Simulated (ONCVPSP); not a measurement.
## What one change does to a pseudopotential (krypton, ONCV)

ONCVPSP 4.0.1 input, shortened (lines: element, Z, core and valence counts, functional; n l f; lmax; l rc ep ncon nbas qcut; lloc lpopt rc5 dvloc0; l nproj debl; icmod fcfact rcfact), PBEsol, scalar-relativistic:

```
  Kr 36.00    5    3  -116133      upf
    1    0    2.00
    2    0    2.00
    2    1    6.00
    3    0    2.00
    3    1    6.00
    3    2   10.00
    4    0    2.00
    4    1    6.00
    2
    0    1.20    0.00    4    7    4.60
    1    1.40    0.00    4    8    5.90
    2    0.85    0.00    4    9   21.70
    4    4    0.70    0.00
    0    1    2.60
    1    2    2.70
    2    3    1.10
    3    4.50    1.75
```

In the d channel the program set the typed energies aside and used -2.991, 0.250, 1.350 Ha.

Change: p: qcut 3.3.

Cutoffs: the cutoffs (Ha) at which the residual kinetic energy of the hardest occupied pseudo-wave falls to 1 and 0.1 mHa per electron; they do not see the model core or the augmentation charge, which bear on the density cutoff. Errors are all-electron minus pseudo energies relative to the spin-unpolarised reference configuration.

Problem. What does the change do?

Solution. The potential gets neither clearly harder nor softer (171 Ha and 191 Ha → 171 Ha and 191 Ha); both files keep a bound ghost (s); of the 4 tests that both files solve, the error grows in 2 and shrinks in 1 by more than 15 % and 0.3 meV (median size 3.0 → 3.9 meV).

| quantity | base | changed |
| --- | --- | --- |
| cutoff, loose | 171 Ha | 171 Ha |
| cutoff, tight | 191 Ha | 191 Ha |
| loose cutoff by channel | s 25 Ha, p 14 Ha, d 171 Ha | s 25 Ha, p 29 Ha, d 171 Ha |
| bound ghosts | s | s |
| GHOST(+) flags under 300 eV | p at 161.6 eV | p at 165.8 eV |
| error for 3d10 4s2 4p5, meV [ΔE 14.28 eV] | -2.3 | -2.4 |
| error for 3d10 4s2 4p4, meV [ΔE 39.46 eV] | -3.7 | -4.6 |
| error for 3d10 4s2 4p3, meV [ΔE 76.55 eV] | +0.6 | -3.2 |
| error for 3d10 4s2 4p2, meV [ΔE 126.39 eV] | +19 | +8.0 |
| s: phases at 1.22 bohr within 0.05 rad from the reference energy up to (Ha; the scan ends near 5) | to the end of the scan | to the end of the scan |
| p: phases at 1.42 bohr within 0.05 rad from the reference energy up to (Ha; the scan ends near 5) | to the end of the scan | to the end of the scan |
| d: phases at 0.86 bohr within 0.05 rad from the reference energy up to (Ha; the scan ends near 5) | to the end of the scan | to the end of the scan |
| rms error of d²Exc/dni dnj with the model core, mHa | 2.36 | 2.34 |

 A true bound ghost makes a file unfit for plane-wave use even where its test errors are small: the radial tests pick states by their node count and pass the ghost by.
